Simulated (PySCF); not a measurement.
Question: Give a PBE0-D3(BJ)/def2-SVP geometry of `C#CCC(C)(C)CC`.

Answer: 
```xyz
22
C8H14 angstrom
C     -1.860    2.595    0.449
C     -1.414    1.627   -0.126
C     -0.869    0.465   -0.814
C     -0.191   -0.576    0.109
C     -1.236   -1.173    1.051
C      0.381   -1.684   -0.777
C      0.915    0.078    0.957
C      2.018    0.799    0.198
H     -2.258    3.456    0.954
H     -1.680   -0.034   -1.373
H     -0.148    0.810   -1.574
H     -2.040   -1.674    0.489
H     -0.776   -1.919    1.718
H     -1.695   -0.392    1.677
H      0.882   -2.451   -0.166
H      1.114   -1.297   -1.501
H     -0.418   -2.181   -1.349
H      0.435    0.790    1.650
H      1.357   -0.711    1.590
H      2.769    1.197    0.896
H      1.627    1.655   -0.374
H      2.546    0.135   -0.504
```

Orientation and origin are arbitrary. Atoms count from 1 in this order. Of the pairs four or more bonds apart, C2···H18 is among the closest relative to their van der Waals radii: 2.70 Å, 93 % of the sum of Bondi's values. The C–C distances run from 1.212 Å (C1≡C2, drawn triple) to 1.547 Å (C3–C4, drawn single), a spread of 0.335 Å.

Bonds between heavy atoms (Å): C1≡C2 1.212, C2–C3 1.456, C3–C4 1.547, C4–C5 1.529, C4–C6 1.529, C4–C7 1.539, C7–C8 1.521.

The calculation used PySCF, PBE0-D3(BJ)/def2-SVP geometry optimisation, gas phase.

Point group: C1 (no symmetry element, even within 0.4 Å). No PBE0-D3(BJ)/def2-SVP frequencies stand behind this structure, so it isn't proved a minimum. The numbers are those of one conformer (C2–C3–C4–C5 64°, C3–C4–C7–C8 -57°).
